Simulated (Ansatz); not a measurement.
Q: Name a neutral molecule of As, C, O, Si and H with HOMO energy (ωB97M-V/def2-TZVPP) between -9.40 and -9.10 eV and size of the dipole moment (B3LYP/def2-TZVPP) between 0.50 and 0.80 D (Ansatz, PBE0-D4/def2-TZVP geometry).

A: `C1O[SiH2][AsH]1` (-9.37 eV, 0.59 D). Other molecules can fit too; these were computed, each in one conformer that needn't be the lowest.

B3LYP here is the variant with VWN-RPA as its local correlation; programs differ in this.
